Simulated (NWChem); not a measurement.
Species: C2H3BF2; SMILES C=CB(F)F

```xyz
8

B     -0.0210     0.5179     0.0000
F     -0.7381     1.6369     0.0000
F      1.3032     0.6537     0.0000
C     -0.6897    -0.8769     0.0000
C      0.0373    -2.0041     0.0000
H     -1.7770    -0.9493     0.0000
H     -0.4139    -2.9945     0.0000
H      1.1249    -1.9744     0.0000
```
Atoms are numbered in this order, from 1.

Program: NWChem. Pople sets run with spherical d functions. Coordinates come from a B3LYP/6-31G* (spherical d) optimisation.

Problem. Taking PBE/6-311++G** as the yardstick, which of these has the fewest basis functions while keeping “dipole (D)” within 0.05 D of it: PBE/STO-3G; PBE/6-311G**; PBE/3-21G; PBE/6-31+G*; PBE/6-31G*?

Solution. PBE/6-31+G* (a larger set in the list lies outside the tolerance).
```
level           basis functions  dipole (D)  relative time (rough)
--------------  ---------------  ----------  ---------------------
PBE/STO-3G                   28        0.18                      1
PBE/3-21G                    51        1.79                      1
PBE/6-31G*                   76        1.69                      4
PBE/6-31+G*                  96        2.06                      5
PBE/6-311G**                108        1.86                      7
PBE/6-311++G**              131        2.05                     20
```

The yardstick is one finite set, not the basis-set limit.
